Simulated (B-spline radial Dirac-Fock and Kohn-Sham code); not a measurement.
## Elastic and transport cross sections of europium for electrons

Level of theory: relativistic (Dirac) partial waves in the static field of the Dirac-Fock atom with Furness-McCarthy exchange, without polarisation or absorption potentials; an atomic code on a B-spline grid. σ_tr1 and σ_tr2 weight the cross section with 1 − P₁ and 1 − P₂ of cos θ; "backward" is the share scattered beyond 90°.

```
energy (eV)  σ (a₀²)  σ_tr1 (a₀²)  σ_tr2 (a₀²)  σ/σ_tr1  backward (%)
        456     17.6         4.47         4.56     3.94            11
        500     16.9         4.24         4.15     3.98            11
        576     15.8         3.86         3.58     4.09            11
        678     14.6         3.41         3.02     4.28            11
        777     13.6         3.03         2.63     4.49            10
       1000     12.0         2.39         2.09     5.02           9.0
       1260     10.6         1.88         1.71     5.67           7.7
       1310     10.4         1.80         1.66     5.80           7.4
       1350     10.3         1.74         1.62     5.90           7.3
       1500     9.72         1.55         1.48     6.28           6.6
       1530        ?            ?            ?        ?             ?
       1860     8.67         1.20         1.24     7.21           5.5
       1930     8.50         1.15         1.20     7.40           5.3
```

Problem. Fill in the row for 1.53 keV.

Solution. σ = 9.62 a₀², σ_tr1 = 1.51 a₀², σ_tr2 = 1.46 a₀², σ/σ_tr1 = 6.36, backward 6.5 %. The ratio σ/σ_tr1 is roughly the number of elastic collisions that randomise the direction.

Values without a named source are computed, but for edge energies of neutral atoms, which are taken from tables.
